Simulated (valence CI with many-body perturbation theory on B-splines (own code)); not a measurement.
**Run record, K4+**

Level of theory: relativistic CI+MBPT: five valence electrons over a frozen Dirac-Fock core [Ne], a basis of 5 s, 5 p, 4 d, 2 f functions for each j, with the one-electron correlation potential Σ1 (screened to all orders), the two-electron term Σ2, the three-electron term Σ3, Breit, model QED; selected single and double excitations, second order for the rest, scaled by the run's own slope (own B-spline code, finite nucleus).

Command, and the settings that its task file holds:

```sh
python run_cv.py task.json out
```

```
atom K  Z=19  mass_number=39  rms_radius_fm=3.4349
core [Ne]
valence 3s2 3p3
avg = 1
basis = S
breit = 1
cap = 20000
capref = 1200
cscale = 1
de = 0.0
dress = 0
eps = 2e-08
extrap = 1
h = 0.27
hh = 1
l2 = 3
lcore = 6
maxit = 60
n2 = 5
natural = 1
nlev = 30
nno = [2, 2, 2, 1, 0]
nroot = 26
nsp = [3, 3, 2, 1, 0]
pt2 = 1
qed = 1
rpa = 1
s1 = 1
s2 = 1
s3 = 1
screen = 1
tol = 2e-05
whole = 1
```

It took 42 s on 1 thread of Arm Neoverse V1, on a shared host.

Log. The first blocks belong to the next ion, which gives the ionisation energy. Fields: 2J, parity (1 odd), roots, reference size, generating configurations, candidates as configurations/state functions, variational space P, stored matrix elements, Davidson steps; e2 is the range of second-order energies in hartree. The first line gives the box (bohr), its intervals, the orbitals and the steps of their self-consistent field. Window is the range of levels sought, series limit the energy at which the first omitted orbital would enter, core excitation an estimate of the first excitation out of the core, left out the lowest levels not solved, and shifts from estimates the range by which levels moved from their first estimate, all in cm⁻¹.

```
rmax 15.8 intervals 65 orbitals 27 references ['3s2 3p3', '3s 3p4', '3s2 3p2 3d'] scf 8 t 1.4
2J=0 par=0 roots 2 ref 23 generators 12 cand 1277/1905 P 1298/1928 nnz 0 it 8
2J=0 par=0 roots 2 ref 23 generators 39 cand 1404/2397 P 2702/4325 nnz 1.2e+06 it 8
   second order: generators 68 cand 3681/6778 e2 -0.00003 -0.00002
2J=2 par=0 roots 2 ref 45 generators 13 cand 679/1953 P 705/1998 nnz 0 it 8
2J=2 par=0 roots 2 ref 45 generators 51 cand 1674/6458 P 2379/8456 nnz 5.8e+06 it 8
   second order: generators 86 cand 4558/20582 e2 -0.00006 -0.00003
2J=4 par=0 roots 2 ref 55 generators 17 cand 616/1899 P 648/1954 nnz 0 it 6
2J=4 par=0 roots 2 ref 55 generators 37 cand 1480/6732 P 2128/8686 nnz 6.7e+06 it 6
   second order: generators 70 cand 4242/25855 e2 -0.00007 -0.00004
reference levels 609, estimated 80, window 267524 1/cm; series limit 532358, core excitation 2354741
2J=3 par=1 roots 4 ref 70 generators 17 cand 339/1495 P 911/3980 nnz 2e+06 it 8
2J=3 par=1 roots 4 ref 70 generators 52 cand 2127/15953 P 3038/19933 nnz 2.7e+07 it 9
   second order: generators 118 cand 15157/186657 e2 -0.00027 -0.00015
2J=5 par=1 roots 2 ref 61 generators 14 cand 330/1350 P 810/3901 nnz 2.1e+06 it 5
2J=5 par=1 roots 2 ref 61 generators 36 cand 1954/16204 P 2764/20105 nnz 2.9e+07 it 6
   second order: generators 98 cand 15549/221579 e2 -0.00028 -0.00023
2J=1 par=1 roots 2 ref 45 generators 17 cand 409/1461 P 1201/3992 nnz 1.7e+06 it 5
2J=1 par=1 roots 2 ref 45 generators 38 cand 2562/12500 P 3763/16492 nnz 1.5e+07 it 6
   second order: generators 95 cand 15614/114002 e2 -0.00021 -0.00011
2J=5 par=0 roots 8 ref 95 generators 28 cand 201/1363 P 903/3957 nnz 1.8e+06 it 14
2J=5 par=0 roots 8 ref 95 generators 69 cand 1959/15975 P 2862/19932 nnz 2.9e+07 it 13
   second order: generators 186 cand 21386/323024 e2 -0.00078 -0.00026
2J=3 par=0 roots 9 ref 98 generators 27 cand 236/1342 P 948/3938 nnz 1.7e+06 it 9
2J=3 par=0 roots 9 ref 98 generators 68 cand 2156/16033 P 3104/19971 nnz 2.8e+07 it 11
   second order: generators 167 cand 19548/238888 e2 -0.00066 -0.00022
2J=1 par=0 roots 7 ref 66 generators 27 cand 356/1463 P 1306/3974 nnz 1.5e+06 it 11
2J=1 par=0 roots 7 ref 66 generators 73 cand 3259/16177 P 4565/20151 nnz 2.1e+07 it 11
   second order: generators 181 cand 17942/134206 e2 -0.00030 -0.00010
2J=7 par=0 roots 5 ref 62 generators 22 cand 259/1529 P 868/3981 nnz 1.9e+06 it 9
2J=7 par=0 roots 5 ref 62 generators 62 cand 2034/15990 P 2902/19971 nnz 2.9e+07 it 10
   second order: generators 145 cand 18861/280930 e2 -0.00068 -0.00034
2J=9 par=0 roots 2 ref 34 generators 12 cand 231/1387 P 955/4002 nnz 2e+06 it 5
2J=9 par=0 roots 2 ref 34 generators 35 cand 2434/16707 P 3389/20709 nnz 2.8e+07 it 8
   second order: generators 89 cand 12820/174124 e2 -0.00031 -0.00021
left out: unestimated 377601, estimated 293699, shifts from estimates -93 to 62
operators 0.5
```

The Davidson iterations converged.

Against 16 measured levels this calculation errs by 1183 cm⁻¹ on average and by 4072 at most. These come from a selection out of Sansonetti, J. Phys. Chem. Ref. Data 37, 7 (2008). Levels without a partner in it may be off by more. 5 measured levels below the end of the list, from 206720 cm⁻¹ on, found no clear computed partner, and computed levels of the same name lie up to 7693 cm⁻¹ from them.

| Property | Result |
| --- | --- |
| Valence energy | -23.1435 hartree |
| Ionisation energy | 81.744 eV (NIST: 82.66 ± 0.16 eV (semi-empirical)) |
| Reference configurations for the orbitals | 3s2 3p3, 3s 3p4, 3s2 3p2 3d |
| Radial orbitals | 27 |
| Box radius | 15.75 bohr |
| Largest variational space | 20709 |
| Lowest levels | 3s2.3p3 4S°_3/2 0.000, 3s2.3p3 2D°_3/2 3.084, 3s2.3p3 2D°_5/2 3.114, 3s2.3p3 2P°_1/2 5.058, 3s2.3p3 2P°_3/2 5.098, 3s.3p4 4P_5/2 16.946, 3s.3p4 4P_3/2 17.119, 3s.3p4 4P_1/2 17.214, 3s.3p4 2D_3/2 21.097, 3s.3p4 2D_5/2 21.112, 3s2.3p2.3d 2P_3/2 [a] 24.216, 3s2.3p2.3d 2P_1/2 [a] 24.406, 3s.3p4 2S_1/2 25.681, 3s2.3p2.3d 4F_3/2 26.575 eV |

Names give the largest LS component (configuration and term), which can be under half, so a name can repeat, a term be missing and a line seem to break the LS rules; names also repeat where a configuration has a term twice. Letters in brackets count levels of one name in rising energy.
